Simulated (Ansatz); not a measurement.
`C=CCF` and `C=C[CH2][GaH][Cl]` differ in one atom or group.

Ansatz, PBE0-D4/def2-TZVP geometries, multiplicity 1. Each molecule was computed in one conformer, which needn't be the lowest.

Scalar relativity is left out up to krypton.

| property | `C=CCF` |
| --- | --- |
| size of the dipole moment (ωB97M-V/def2-TZVPP) / D | 1.69 |
| size of the dipole moment (PBE/def2-TZVPP) / D | 1.59 |
| HOMO–LUMO gap (B3LYP/def2-TZVPP) / eV | 7.39 |
| HOMO energy (B3LYP/def2-TZVPP) / eV | -7.46 |
| LUMO energy (PBE0/def2-TZVPP) / eV | 0.18 |
| size of the dipole moment (B3LYP/def2-TZVPP) / D | 1.70 |

(1) Give the same properties after the change, and the shifts. (Best estimate.)

## Answers

(1) Computed: 
```csv
property,`C=C[CH2][GaH][Cl]`,shift
size of the dipole moment (ωB97M-V/def2-TZVPP) / D,2.51,0.82
size of the dipole moment (PBE/def2-TZVPP) / D,2.43,0.84
HOMO–LUMO gap (B3LYP/def2-TZVPP) / eV,5.24,-2.15
HOMO energy (B3LYP/def2-TZVPP) / eV,-6.86,0.60
LUMO energy (PBE0/def2-TZVPP) / eV,-1.37,-1.55
size of the dipole moment (B3LYP/def2-TZVPP) / D,2.52,0.82
```

With PBE0 the HOMO rises by 0.62 eV and the LUMO falls by 1.55 eV, so the gap narrows by about 2.17 eV. PBE moves the HOMO by 0.50 eV and ωB97M-V by 0.77 eV. The zero-point energy changes by 12.6 kJ/mol with +6 modes. Dipoles are sizes alone; their direction can turn.

B3LYP here is the variant with VWN-RPA as its local correlation; programs differ in this.
